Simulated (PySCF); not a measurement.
A PySCF script (with the pyscf-properties extension) for the NMR shieldings of SMILES c1(CC)ppc([SiH3])[p-]1, [C$_{4}$H$_{8}$P$_{3}$Si]-, on a GFN2-xTB geometry:

```python
import basis_set_exchange as bse
import numpy as np
from pyscf import gto, dft
from pyscf.prop import nmr

atoms = """
C    -2.835128   -0.102239    0.629928
C    -2.141631    0.290455   -0.672310
C    -0.701402   -0.159227   -0.669329
P    -0.294394   -1.699694   -1.362475
P     1.752487   -1.716279   -0.944556
C     1.882663   -0.183961   -0.131811
Si    3.550267    0.398987    0.482176
P     0.497338    0.847552    0.096121
H    -2.804825   -1.183898    0.750441
H    -2.311619    0.348720    1.472075
H    -3.874996    0.229209    0.638097
H    -2.666642   -0.166400   -1.515960
H    -2.183201    1.379041   -0.786114
H     4.331742   -0.693856    1.081288
H     3.395428    1.447036    1.503352
H     4.396313    0.973498   -0.582334
"""
names = dict.fromkeys(["C", "P", "Si", "H"], "pcSseg-1")
basis = {el: gto.basis.parse(bse.get_basis(n, elements=[el], fmt="nwchem")) for el, n in names.items()}
mol = gto.M(atom=atoms, basis=basis, charge=-1, verbose=0)
mf = dft.RKS(mol, xc="PBE0")
mf.grids.level = 2
mf.grids.alignment = dft.numint.BLKSIZE   # the property module wants whole blocks of grid points
mf.conv_tol = 1e-9
mf.kernel()

calc = nmr.RKS(mf)   # GIAO
C = mf.mo_coeff
Co = C[:, mf.mo_occ > 0]
resp = mf.gen_response(singlet=True, hermi=2)
def vind(x):   # induced exchange potential for any number of trial vectors
    d = np.einsum("pi,xij,qj->xpq", C, 2 * x.reshape(-1, C.shape[1], Co.shape[1]), Co, optimize=True)
    return np.einsum("xpq,pi,qj->xij", resp(d - d.transpose(0, 2, 1)), C, Co, optimize=True).ravel()
mo1, _ = nmr.rhf.solve_mo1(calc, with_cphf=vind)
sigma = calc.kernel(mo1)
for i, s in enumerate(sigma):   # ppm
    print("%2d %-2s %9.2f" % (i, mol.atom_pure_symbol(i), np.trace(s) / 3))
```

**Question.** Give the expected output.

**Answer.** 
```
 0 C     156.53
 1 C     153.25
 2 C     -27.02
 3 P       4.47
 4 P     -20.42
 5 C      16.43
 6 Si    434.21
 7 P      12.40
 8 H      30.31
 9 H      30.33
10 H      30.46
11 H      28.24
12 H      27.88
13 H      26.93
14 H      26.72
15 H      26.81
```

These numbers come from an equivalent density-fitted implementation of the same equations, which agrees with the script to about 0.01 ppm for H and up to a few tenths of a ppm for heavy atoms, so last digits may differ.

**Question.** Turn these shieldings into chemical shifts. Referencing at the same level of theory: TMS for ¹³C (186.93 ppm), ²⁹Si (349.16 ppm), ¹H (31.72 ppm); H3PO4 for ³¹P (318.38 ppm).

**Answer.** Averaging equivalent atoms: C 2: 214.0; C 5: 170.5; C 1: 33.7; C 0: 30.4; P 4: 338.8; P 3: 313.9; P 7: 306.0; Si 6: -85.0; H 13/14/15: 4.90; H 11/12: 3.66; H 8/9/10: 1.35 ppm. Experimental scales use liquid or dissolved standards, which lie at an offset from isolated H3PO4.

Size and cost of the density-fitted run: 204 basis functions, roughly 100 core-seconds.
